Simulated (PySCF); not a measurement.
Si(Me)2 (C2H6Si), SMILES C[Si]C (connectivity only; charge and spin as stated), neutral, multiplicity 1.

Geometry: TPSSh-D3(BJ)/def2-TZVP. The isomer is the one that the SMILES or the coordinates give; other isomers of the formula were not compared.

Calculation: TDA-PBE/def2-SVPD (PySCF 2.14.0).

Vertical excitations.  State labels are in the subgroup C2.

Computed excitation energies, oscillator strengths and character:
```csv
state,symmetry,energy (eV),λ (nm),f,main pairs
S1,B,2.76,449,0.032,HOMO→LUMO 97 %
S2,A,4.40,282,0.000,HOMO−1→LUMO 100 %
S3,A,5.16,240,0.031,HOMO→LUMO+1 98 %
S4,B,5.58,222,0.187,HOMO→LUMO+2 90 %
S5,A,6.31,196,0.307,HOMO→LUMO+3 96 %
S6,A,6.58,188,0.015,"HOMO→LUMO+4 51 %, HOMO−2→LUMO 45 %"
S7,A,6.63,187,0.002,"HOMO−2→LUMO 54 %, HOMO→LUMO+4 44 %"
S8,B,6.87,181,0.024,"HOMO→LUMO+5 53 %, HOMO−3→LUMO 35 %, HOMO→LUMO+7 10 %"
S9,B,6.91,179,0.054,"HOMO−3→LUMO 57 %, HOMO→LUMO+7 21 %, HOMO→LUMO+5 19 %"
S10,A,7.11,174,0.002,HOMO→LUMO+6 97 %
T1,B,1.27,977,0,HOMO→LUMO 99 %
T2,A,4.01,309,0,HOMO−1→LUMO 100 %
T3,B,4.67,266,0,HOMO→LUMO+2 95 %
T4,A,4.81,258,0,HOMO→LUMO+1 99 %
```
Triplets are in the Tamm–Dancoff approximation.
